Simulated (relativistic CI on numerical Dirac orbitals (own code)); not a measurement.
# Hyperfine structure of Gd LX, mass number 157

Method of calculation: Dirac-Coulomb-Breit CI, orbitals from a KLI potential per configuration, a model potential for QED, unscaled Slater integrals (own radial code, finite nucleus).

Configurations in the expansion (outside the closed core 1s2): 2s2.2p, 2s.2p2, 2p3, 2p2.3s, 2p2.3p, 2p2.3d, 2s2.3s, 2s2.3p, 2s2.3d, 2s.2p.3s, 2s.2p.3p, 2s.2p.3d, 2s2.4s, 2s2.4p, 2s2.4d, 2s2.4f. Levels of other configurations are missing.

Nuclear spin I = 3/2, μ = -0.3398 μN, Q = 1.35 b (tables of Stone and Pyykkö). The electronic factors are computed for point nuclear moments, without core polarisation or the Bohr-Weisskopf and QED corrections.

| Level | E (eV) | A (GHz) | B (GHz) |
| --- | --- | --- | --- |
| 2s2.2p 2P°_1/2 | 0.00 | -923.9 |  |
| 2s.2p2 4P_1/2 | 213.19 | -2836 |  |
| 2s2.2p 2P°_3/2 | 760.11 | -123.2 | 1410 |
| 2s.2p2 4P_3/2 | 908.59 | -707.7 | 1110 |
| 2s.2p2 2D_5/2 | 945.94 | -829.8 | 1130 |
| 2s.2p2 2P_1/2 | 1006.51 | 1019 |  |
| 2s.2p2 2D_3/2 | 1008.24 | -5.503 | 773 |
| 2s.2p2 4P_5/2 | 1687.01 | -676.4 | 274 |

Levels with J = 0, under 50 % of one LS term, or S terms without an open s electron are left out. Small factors come from cancelling terms and can be off by tens of per cent or more.

At this charge energies of transitions that change n are usually good to better than 1 %, and those within a shell (Δn = 0) to a few per cent.

Question: Give the hyperfine levels of 2s2.2p 2P°_1/2 relative to its centre of gravity.

Answer: With K = F(F + 1) − I(I + 1) − J(J + 1), E = AK/2: F = 1: 1155, F = 2: -692.9 GHz.

LS names give the leading component of a level, which can be under half, so a name can repeat, a term be missing and a line seem to break the LS rules.
